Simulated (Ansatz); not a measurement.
Task: Name a neutral molecule of B, C, F, N, O and H with LUMO energy (PBE/def2-TZVPP) between -0.35 and -0.05 eV and HOMO energy (B3LYP/def2-TZVPP) between -7.95 and -7.65 eV (Ansatz, PBE0-D4/def2-TZVP geometry).

Result: `NB(O)CF` (-0.21 eV, -7.78 eV); `OCNBF` (-0.34 eV, -7.83 eV). Other molecules can fit too; these were computed, each in one conformer that needn't be the lowest.

B3LYP here is the variant with VWN-RPA as its local correlation; programs differ in this.
